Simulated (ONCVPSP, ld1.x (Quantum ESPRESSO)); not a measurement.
**Potentials for Fe (Z = 26) compared**

Generated with ld1.x 7.5 (TM, RRKJ, ultrasoft, PAW), atompaw 4.2 or ONCVPSP 4.0.1. The cutoff is in Ry: for ld1.x and atompaw files where the sum of valence levels is converged to 10 mRy in a Bessel basis, for ONCV files where the hardest occupied wave has 1 mHa per electron of residual kinetic energy. The error is the largest all-electron minus pseudo excitation energy over each file’s own four to seven test configurations (ionisations up to +4, promotions, holes and added fractions of an electron), all of which were solved. The labels leave out finer settings (local radius, basis sizes, second energies), which also bear on the numbers. Spin-polarised tests are not counted. The rows are a selection from randomly drawn settings: files with unsolved tests, undetermined cutoffs or missed reference levels are left out.

A true bound ghost makes a file unfit for plane-wave use even where its test errors are small: the radial tests pick states by their node count and pass the ghost by.

```csv
potential,cutoff (Ry),largest error (meV),bound ghosts
"ONCV, PBE, fully relativistic, rc 1.50/1.35/1.55 (spd), local smoothed, core correction no, reference 3s2 3p6 3d7 4s1, qcut 6.1/12.9/8, projectors 2/2/2",69,+33,none
"ONCV, PBEsol, scalar-relativistic, rc 2.30/0.90/1.35 (spd), local smoothed, core correction no, reference 3p6 3d6 4s0.5, qcut 3/9.2/10.4, projectors 2/2/1",90,-91,s
"TM semilocal, PBEsol, scalar-relativistic, rc 1.80/2.85/0.85 (spd), local s, core correction yes, reference 3d6 4s2 4p0",260,-229,none
"ONCV, PBE, scalar-relativistic, rc 1.50/1.25/1.35/1.25 (spdf), local smoothed, core correction no, reference 3s2 3p6 3d6 4s2, qcut 9/12.9/12.5/7.9, projectors 2/2/2/2",120,+1.7,none
"ONCV, PBE, scalar-relativistic, rc 1.60/0.80/1.25/1.30 (spdf), local smoothed, core correction yes, reference 3s2 3p6 3d6 4s1, qcut 6.4/11.6/12.9/7.4, projectors 2/2/2/2",128,+6.1,none
```

Question: Fill in the row for Fe: ONCV, LDA (Perdew-Wang 92), scalar-relativistic, rc 1.55/1.20/1.85 (spd), local smoothed, core correction yes, reference 3s2 3p6 3d6 4s2, qcut 8.5/8.9/8.8, projectors 2/2/2.

Answer: cutoff 63 Ry, largest error +87 meV, bound ghosts: none.

Question: Fill in the row for Fe: ONCV, PBE, scalar-relativistic, rc 1.45/0.95/1.65 (spd), local smoothed, core correction yes, reference 3s2 3p6 3d6.5 4s1.5, qcut 7.1/10.3/7.4, projectors 2/3/1.

Answer: cutoff 62 Ry, largest error +155 meV, bound ghosts: none.
